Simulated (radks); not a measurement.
The mean radii <r> (bohr) of the occupied orbitals of an atom or ion are listed with their occupations. All-electron calculation, non-relativistic Kohn-Sham, PBE, spin-polarised, spherical densities, point nucleus. Program: a radial shooting solver on a logarithmic mesh with Libxc functionals.

| orbital | occ. | <r> |
|---|---|---|
| 1s up | 1 | 0.01846 |
| 1s down | 1 | 0.01846 |
| 2s up | 1 | 0.07705 |
| 2s down | 1 | 0.07700 |
| 2p up | 3 | 0.06506 |
| 2p down | 3 | 0.06501 |
| 3s up | 1 | 0.1840 |
| 3s down | 1 | 0.1843 |
| 3p up | 3 | 0.1738 |
| 3p down | 3 | 0.1741 |
| 3d up | 3 | 0.1497 |

Name the element and its charge. Open shells, if any, are filled with parallel spins first.

Answer. Z = 82, lead, charge +61: Pb61+ in [Ar] 3d3. The 1s radius gives Z: for a bare nucleus <r> = 1.5/Z, 0.01829 bohr for Z = 82, and screening makes it slightly larger (0.01846 here). The occupations add up to 21, and the charge is Z minus that.
